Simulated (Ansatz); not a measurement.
`C[S][Mg][Cl]` + H₂S → `[SH][Mg][Cl]` + CH₃SH at 700 K and 1 bar (ligand exchange at a Mg–S bond).

Computed with Ansatz on PBE0-D4/def2-TZVP structures; ΔE is electronic, products minus reactants. CCSD(T)/CBS adds triple-zeta CCSD(T) − MP2 to the extrapolated MP2 energy (def2 sets, frozen cores). This one scheme is used for every species. For Mg outer-core shells are correlated without core-valence functions, which leaves a few kJ/mol of doubt a bond. Each species was taken in one conformer, which may not be the lowest.

```json
{"species": "`C[S][Mg][Cl]`", "CCSD(T)/CBS energy (Eh)": "-1097.42002", "H − E (kJ/mol)": "166.1", "S (J/(mol·K))": "435.3"}
{"species": "H₂S", "CCSD(T)/CBS energy (Eh)": "-398.97279", "H − E (kJ/mol)": "64.8", "S (J/(mol·K))": "236.9"}
{"species": "`[SH][Mg][Cl]`", "CCSD(T)/CBS energy (Eh)": "-1058.17129", "H − E (kJ/mol)": "70.2", "S (J/(mol·K))": "363.1"}
{"species": "CH₃SH", "CCSD(T)/CBS energy (Eh)": "-438.22835", "H − E (kJ/mol)": "160.2", "S (J/(mol·K))": "309.0"}
```

H − E and S are ideal-gas, rigid-rotor, harmonic terms from PBE0-D4/def2-TZVP, for one conformer and one mirror image of each species. 1 Eh = 2625.50 kJ/mol, R = 8.31446 J/(mol·K).

Question: By hand: ΔE, ΔH, ΔS and ΔG.

Answer: ΔE = (-1058.17129) + (-438.22835) − (-1097.42002) − (-398.97279) = -0.00683 Eh = -17.9 kJ/mol. Δ(H − E) = 70.2 + 160.2 − 166.1 − 64.8 = -0.5, so ΔH = -18.4 kJ/mol. ΔS = 363.1 + 309.0 − 435.3 − 236.9 = -0.1 J/(mol·K). ΔG = -18.4 − 700 × (-0.1)/1000 = -18.3 kJ/mol.

Question: By hand: the equilibrium constant, and the temperature at which ΔG would vanish if ΔH and ΔS stayed fixed.

Answer: log₁₀ K = −ΔG/(RT ln 10) = 1.4. ΔG = 0 at ΔH/ΔS = 184000 K, far beyond where these terms or the molecules hold.

The number of gas molecules stays the same, so ΔS is small and ΔH decides. A doubt of 5 kJ/mol in ΔE shifts log₁₀ K by 0.4 here. Other conformers and mirror images would add mixing entropy, several J/(mol·K) or more a flexible species. These are equilibria of isolated gas molecules and say nothing of rates. Largest T1 diagnostic: 0.009 (customary marks: 0.02 for closed shells, 0.045 for open ones).
